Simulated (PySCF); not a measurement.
**Electric field gradients and quadrupole coupling constants**

C5H3F3OS.
Atom-mapped SMILES: `[F:1][C:2]([F:3])([F:4])[O:5][c:6]1[cH:7][cH:8][s:9][cH:10]1` (hydrogens: H11 on C7; H12 on C8; H13 on C10)

Cartesian coordinates in Å at the PBE0-D3(BJ)/def2-SVP level; atoms count from 1:
```
atom  x, y, z in Å
F1     3.0797   -1.2288    0.1438
C2     1.8484   -0.9883   -0.2575
F3     1.8894   -0.5992   -1.5340
F4     1.1523   -2.1231   -0.2140
O5     1.3339   -0.0410    0.5449
C6     0.0194    0.3401    0.4161
C7    -0.8512    0.0486   -0.6744
C8    -2.0899    0.5973   -0.4765
S9    -2.1906    1.4578    1.0021
C10   -0.5637    1.0944    1.3992
H11   -0.5783   -0.5298   -1.5551
H12   -2.9537    0.5369   -1.1366
H13   -0.1015    1.4419    2.3204
```

Field gradients from the PBE0/pcSseg-1 density (PySCF, non-relativistic), principal values in atomic units, ordered |Vxx| ≤ |Vyy| ≤ |Vzz|:

```json
{"atom": "O5", "Vxx": "-0.3126", "Vyy": "-1.6832", "Vzz": "1.9958"}
{"atom": "S9", "Vxx": "-0.4036", "Vyy": "-1.4674", "Vzz": "1.8709"}
```

Task: Find the asymmetry η = (Vxx − Vyy)/Vzz and the couplings χ = eQV/h (234.96 MHz × Q in barn × V in au), with Q(17O) = −0.0256 b, Q(33S) = −0.0678 b.

Result: 
```tsv
atom	environment	nucleus	η	χzz (MHz)	χxx (MHz)	χyy (MHz)
O5	aryl ether oxygen	17O	0.69	-12.01	1.88	10.12
S9	thiophene-type sulfur	33S	0.57	-29.81	6.43	23.38
```

Task: What is Vzz at S9 in SI units (1 au = 9.71736 × 10²¹ V/m²)?

Result: 1.8709 au = 18.181 × 10²¹ V/m².

Were the hydrogens deuterons (Q(2H) = 0.00286 b), χzz would run from 208 kHz (H11) to 212 kHz (H13).

Geometry: PBE0-D3(BJ)/def2-SVP, one conformer, isolated molecule. A larger basis could move these couplings by a tenth or more.
